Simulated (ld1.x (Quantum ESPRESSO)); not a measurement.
What the settings do to the TM potential of Tm

Base potential:

ld1.x (Quantum ESPRESSO) 7.5 input, shortened:

```
&input
   title='Tm', zed=69., rel=1, dft='PBESOL', iswitch=3,
   config='[Xe] 4f13 5d0.5 6s1.5 6p0'
 /
 &inputp
   pseudotype=2, tm=.true., lloc=0,
   nlcc=.false.
 /
4
6P  2  1   0.00   0.00  3.10  3.10  0.0
5D  3  2   0.50   0.00  2.45  2.45  0.0
4F  4  3  13.00   0.00  0.95  0.95  0.0
6S  1  0   1.50   0.00  3.55  3.55  0.0
 &test
   configts(1)='4f13 5d0.5 6s1.5 6p0'
 /
```

Cutoffs, loose and tight: the cutoffs (Ry, on a coarse ladder) from which the occupation-weighted sum of valence levels, in a spherical-Bessel basis at the reference potential, stays within 10 and 1 mRy of its value at 400 Ry. They do not see the model core or the augmentation charge, which bear on the density cutoff. Test errors are all-electron minus pseudo excitation energies from the reference, over the configurations 4f13 5d0 6s2 6p0; 4f13 5d0 6s1 6p0; 4f13 5d0 6s0 6p0; 4f12 5d1 6s2 6p0; 4f12 5d0 6s2 6p0; 4f13 5d0 6s1.5 6p0; 4f11 5d0 6s0 6p0. A dash means not determined; rows that change the core or the reference have their own tests. The largest error is taken over the tests solved by every variant that gives reliable tests at all: 4f11 5d0 6s0 6p0; 4f12 5d0 6s2 6p0; 4f13 5d0 6s0 6p0; 4f13 5d0 6s1 6p0; 4f13 5d0 6s1.5 6p0; 4f13 5d0 6s2 6p0.

```csv
change,outcome,"cutoff, loose","cutoff, tight",bound ghosts,largest test error (meV)
base,generated,over 300 Ry,over 300 Ry,none,-10026
wave 5d (bound): rc 2.45 bohr becomes 5d (bound): rc 1.56 bohr,generated,over 300 Ry,over 300 Ry,none,-10029
wave 5d (bound): rc 2.45 bohr becomes 5d (bound): rc 1.82 bohr,generated,over 300 Ry,over 300 Ry,none,-10025
wave 5d (bound): rc 2.45 bohr becomes 5d (bound): rc 2.16 bohr,generated,over 300 Ry,over 300 Ry,none,-10027
wave 5d (bound): rc 2.45 bohr becomes 5d (bound): rc 2.36 bohr,generated,over 300 Ry,over 300 Ry,none,-10028
wave 5d (bound): rc 2.45 bohr becomes 5d (bound): rc 2.66 bohr,generated,over 300 Ry,over 300 Ry,none,-10016
wave 5d (bound): rc 2.45 bohr becomes 5d (bound): rc 3.20 bohr,generated,over 300 Ry,over 300 Ry,none,-9954
wave 5d (bound): rc 2.45 bohr becomes 5d (bound): rc 3.64 bohr,generated,over 300 Ry,over 300 Ry,none,-9865
```
